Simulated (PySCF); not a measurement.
Lowest empty level (eV) of eight silicon and germanium compounds: PBE beside r2SCAN, computed with PySCF for isolated molecules in the bases named; differences from unrounded values. The eight are the first of their class met in an unordered collection, after screening for sound electronic states; none was chosen by its value. Each molecule has one DFT geometry for both levels.

```csv
molecule,basis,r2SCAN,PBE,difference
"C3H6F2Si, SMILES FC(F)=CC[SiH3]",def2-TZVP,-0.28,-0.54,-0.26
"C₄H₉NSi, SMILES C#C[Si@H](C)NC",def2-TZVP,-0.69,-0.94,-0.25
"BH9Si3, SMILES [SiH3]B([SiH3])[SiH3]",def2-TZVP,-3.86,-4.06,-0.19
"C2H9N3Si, SMILES [SiH](/N=C/C)(N)N",def2-TZVP,-1.15,-1.37,-0.23
"C₂H₇NSi₂, SMILES N1=C[SiH2][C@H]1[SiH3]",def2-TZVP,-1.95,-2.12,-0.18
"ClF3H2Si2, SMILES F[Si](F)(F)[SiH2]Cl",def2-TZVP,-1.88,-2.15,-0.27
"C4H10Si2, SMILES C=C1CC[Si@H]1[SiH3]",def2-TZVP,-1.40,-1.60,-0.19
"C2H6F2OSi, SMILES COC(F)(F)[SiH3]",def2-TZVP,0.07,-0.36,-0.43
```

PBE lies below r2SCAN in 8 and above it in 0 of the eight; the mean signed difference is -0.25 and the largest -0.43 eV.
